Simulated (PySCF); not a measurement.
CH₃Cl₂Si, SMILES C[Si](Cl)Cl (connectivity only; charge and spin as stated), charge +1, multiplicity 1.

The structure is a stationary point at r2SCAN-D4/def2-SVP. The spin state was assumed, not searched. The isomer is the one that the SMILES or the coordinates give; other isomers of the formula were not compared.

Calculation: PBE/def2-TZVPD run with PySCF.

Isolated molecule, no solvent.

Q: Estimate the frontier levels, gap, dipole moment and polarisability. (The exact figures need the calculation; the answer reports its results.)

A: 
The highest occupied level is -13.78 eV. The lowest empty level comes out as -8.91 eV, the orbital gap is 4.88 eV and the dipole moment about the centre of nuclear charge comes out as 2.98 D. The mean static polarisability comes out as 59.7 bohr³ (8.85 Å³) and the polarisability, principal values is 43.5, 66.1, 69.6 bohr³.
